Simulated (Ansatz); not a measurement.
ZnN₃Cl₃H₉⁻ (relaxed from a model of mer-[ZnCl3(NH3)3]-, whose bonding it doesn't keep). The state is a singlet with charge -1. Geometry PBE-D4/def2-SVPD; atoms count from 1.

```tsv
atom	x (Å)	y (Å)	z (Å)
Cl1	-2.2641	-1.6957	-0.1223
Cl2	2.5935	1.4675	1.2827
Cl3	1.1625	1.8374	-2.2608
N4	0.1657	-0.5751	1.6891
N5	0.7511	-1.0815	-1.1955
N6	-1.1322	1.3599	-0.1799
Zn7	0.8790	0.6995	-0.0511
H8	-0.0597	0.0024	2.5036
H9	0.8916	-1.2312	1.9899
H10	-0.6804	-1.1009	1.3847
H11	1.4385	-1.8274	-1.0581
H12	0.8374	-0.7210	-2.1550
H13	-0.2068	-1.4707	-1.0448
H14	-1.5083	1.9931	0.5310
H15	-1.7303	0.5043	-0.2233
H16	-1.1375	1.8393	-1.0900
```

In the singlet geometry the species has come apart into loosely held pieces.

Q: Estimate the Mulliken populations from the PBE0/def2-TZVPD orbitals of Ansatz.

A: 
```json
{"atom": "Cl1", "charge (e)": "-0.91", "d electrons": "–"}
{"atom": "Cl2", "charge (e)": "-0.59", "d electrons": "–"}
{"atom": "Cl3", "charge (e)": "-0.73", "d electrons": "–"}
{"atom": "N4", "charge (e)": "-0.50", "d electrons": "–"}
{"atom": "N5", "charge (e)": "-0.58", "d electrons": "–"}
{"atom": "N6", "charge (e)": "-0.58", "d electrons": "–"}
{"atom": "Zn7", "charge (e)": "0.73", "d electrons": "10.13"}
{"atom": "H8", "charge (e)": "0.23", "d electrons": "–"}
{"atom": "H9", "charge (e)": "0.23", "d electrons": "–"}
{"atom": "H10", "charge (e)": "0.19", "d electrons": "–"}
{"atom": "H11", "charge (e)": "0.25", "d electrons": "–"}
{"atom": "H12", "charge (e)": "0.28", "d electrons": "–"}
{"atom": "H13", "charge (e)": "0.21", "d electrons": "–"}
{"atom": "H14", "charge (e)": "0.25", "d electrons": "–"}
{"atom": "H15", "charge (e)": "0.21", "d electrons": "–"}
{"atom": "H16", "charge (e)": "0.28", "d electrons": "–"}
```
Mulliken values depend strongly on the basis. With diffuse functions, as here, like atoms can get unlike values, and bond orders can come out too low or too high.

Q: And the Mayer bond orders between heavy atoms (over 0.3)?

A: Cl2–Zn7 0.64 (2.30 Å); Cl3–Zn7 0.31 (2.50 Å); N5–Zn7 0.47 (2.12 Å); N6–Zn7 0.47 (2.12 Å).
